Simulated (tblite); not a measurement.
Compound: C4H9F3Si2.
SMILES with atom numbers: `[CH3:1][Si@H:2]1[CH2:3][Si@@H:4]([C:5]([F:6])([F:7])[F:8])[CH2:9]1` (hydrogens: H10, H11, H12 on C1; H13 on Si2; H14, H15 on C3; H16 on Si4; H17, H18 on C9)

A start from a force field or distance geometry was refined with GFN2-xTB geometry optimisation, gas phase (tblite). Values at the start:

```
coordinate    start
    C1–Si2  1.817 Å
    C1–H10  1.098 Å
    Si2–C3  1.897 Å
   Si2–H13  1.471 Å
    C3–Si4  1.894 Å
    C3–H14  1.090 Å
    C3–H15  1.094 Å
    Si4–C5  1.813 Å
   Si4–H16  1.484 Å
     C5–F6  1.349 Å
 C1–Si2–C3   112.1°
Si2–C3–Si4    86.6°
 C3–Si2–C9    87.8°
 C3–Si4–C5   113.3°
 C3–Si4–C9    87.7°
 Si4–C5–F6   112.1°
  F6–C5–F7   107.2°
```

How do these coordinates change at the GFN2-xTB level?

```
coordinate  GFN2-xTB (Å or °)  change
    Si4–C5              1.947  +0.134
    C1–Si2              1.893  +0.076
    Si2–C3              1.936  +0.039
   Si4–H16              1.461  -0.023
    C1–H10              1.085  -0.013
    C3–Si4              1.906  +0.012
    C3–H15              1.085  -0.009
    C3–H14              1.086  -0.004
   Si2–H13              1.468  -0.003
     C5–F6              1.350  +0.001
 C3–Si4–C5              108.0    -5.3
Si2–C3–Si4               91.2    +4.6
 C1–Si2–C3              113.6    +1.5
 C3–Si4–C9               89.2    +1.5
  F6–C5–F7              105.9    -1.3
 Si4–C5–F6              113.0    +0.9
 C3–Si2–C9               87.5    -0.3
```

The energy falls by 12.9 kcal/mol over 94 L-BFGS steps, the largest force on an atom goes from 3.00 to 0.007 eV/Å, and the atoms move by 0.865 Å rms after alignment. The bond that changes most is Si4–C5 (SiH silicon to CF3 carbon), which lengthens by 0.134 Å. Bonds longer at the end by more than 0.005 Å: 5 of 18; shorter: 7. Among the dihedrals that turn most is H14–C3–Si4–H16, from -159° to -103°. Rotational constants go from 2575, 622.1, 613.6 to 1918, 760.6, 703.0 MHz.

Hardware: an Intel Xeon Platinum 8488C with one thread (shared host). Cost: 0.9 s.

Its GFN2-xTB frequencies are all real (lowest 22 cm⁻¹). The numbers are those of one conformer. 3 starts were optimised and ended at 0.00, 0.01 and 1.06 kcal/mol (GFN2-xTB); the lowest of these is shown.

All values are computed, not measured.
